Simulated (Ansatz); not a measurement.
Mulliken charges of C3HGeN3 (`N#[C][GeH]([C]#N)[C]#N`) from r2SCAN/def2-TZVPP in Ansatz (PBE0-D4/def2-TZVP geometry).

| atom | x (Å) | y (Å) | z (Å) | charge (e) |
| --- | --- | --- | --- | --- |
| N1 | 1.864 | -0.852 | 2.088 | -0.031 |
| C2 | 1.175 | -0.650 | 1.189 | -0.122 |
| Ge3 | 0.050 | -0.361 | -0.320 | 0.352 |
| C4 | 0.545 | 1.305 | -1.099 | -0.122 |
| N5 | 0.849 | 2.296 | -1.597 | -0.031 |
| C6 | -1.737 | -0.190 | 0.319 | -0.122 |
| N7 | -2.824 | -0.110 | 0.686 | -0.031 |
| H8 | 0.170 | -1.496 | -1.322 | 0.109 |

By hand: the dipole of these point charges (1 e Å = 4.8032 D).

Σ q r = (0.042, -0.388, -0.343) e Å, of length 0.520 e Å = 2.50 D.

How does the dipole of the full density compare? (Best estimate.)

Ansatz gave: (0.056, -0.517, -0.457) e Å, 3.33 D; the point charges give 0.75 times that, at 0° from its direction.

Point charges leave out the atoms' own dipoles, such as those of lone pairs, and Mulliken's split depends on the basis, so the two needn't agree.
